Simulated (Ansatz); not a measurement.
A search over several starts for the lowest SCF solution of Al(PH3)F3 (AlPH3F3) at the given spin, in a small basis.

```yaml
crystal:
  periodic: [false, false, false]
  atoms:
    - {symbol: Al, position_ang: [-0.004511, 0.010147, -1.400949]}
    - {symbol: P, position_ang: [0.002910, -0.006148, 1.096930]}
    - {symbol: H, position_ang: [0.690655, 1.032860, 1.769328]}
    - {symbol: H, position_ang: [0.568014, -1.128087, 1.750055]}
    - {symbol: H, position_ang: [-1.242229, 0.058329, 1.767831]}
    - {symbol: F, position_ang: [1.638428, -0.033151, -1.664140]}
    - {symbol: F, position_ang: [-0.788328, 1.456241, -1.655078]}
    - {symbol: F, position_ang: [-0.864941, -1.390182, -1.663976]}
basis:
  gaussian: {orbitals: def2-SVP, initial_orbitals: start.molden}
hamiltonian: {xc: pbe0, dispersion: d4}
output: {orbitals: {seedname: orbitals}}
```

The file start.molden holds the orbitals of an earlier run on this structure, at another level or in another basis.

```sh
$ ansatz run in.yaml --threads 4 --pin off --events-out ev --progress --plain --max-ram 3916MiB
```

It prints (some lines left out):

```
Functional definition: PBE0
  name "PBE0"
  cite "Adamo & Barone, J. Chem. Phys. 110, 6158 (1999) doi:10.1063/1.478522"
  cite "Perdew, Burke & Ernzerhof, Phys. Rev. Lett. 77, 3865 (1996) doi:10.1103/PhysRevLett.77.3865"
  parent pbe
  parameter a = 0.25
  parameter kappa = 0.804
  parameter beta = 0.06672455060314922
  exchange = (1 - a)*pbe_x(kappa = kappa, mu = beta*pi^2/3) + a*exact_x
  correlation = pbe_c(beta = beta)
856 factors; integrals over basis functions are off by at most 8.3e-4 eV
mean field evaluation 1: about -24065.3430 eV, gradient 4.1e0 eV
mean field evaluation 2: about -24065.3653 eV, gradient 3.1e-2 eV
mean field evaluation 4: about -24065.5017 eV, gradient 8.0e-4 eV
mean field evaluation 8: about -24060.3285 eV, gradient 5.7e1 eV
mean field evaluation 16: about -24065.5017 eV, gradient 1.0e-2 eV
mean field -24065.50166636 eV, -884.3908740556 hartree, gradient 2.5e-5 eV, S^2 0.000000; 1 other end points of the search recorded, 0 dependent functions left out
reference -24065.50169950 eV, -884.3908752738 hartree; 29, 29 occupied and 64, 64 virtual orbitals, 856 factors
Total energy: -24065.63269712 eV, -884.3956893474 hartree
```

Run time 1.1 s (4 threads of Arm Neoverse V2 on a shared host).
